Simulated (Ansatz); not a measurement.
FGeH6NSi, SMILES F[SiH2][NH][GeH3].

The structure is a stationary point at B3LYP-D3(BJ)/def2-SVP. The structure was generated by enumeration, and PubChem lists no compound with its InChIKey, so it may never have been made. The values are those of a single conformer.

Two levels are set side by side: PBE/def2-SVPD (Ansatz, an electronic-structure program) and CAM-B3LYP/def2-SVPD (Ansatz). Energy differences of separate SCF runs at the same geometry; the states with an electron removed or added have multiplicity 2 and 2. Differences are taken from unrounded values.

```tsv
quantity	CAM-B3LYP	PBE	PBE minus CAM-B3LYP
vertical ionisation energy (eV)	10.03	9.69	-0.34
vertical singlet–triplet gap (eV)	6.18	5.64	-0.54
```
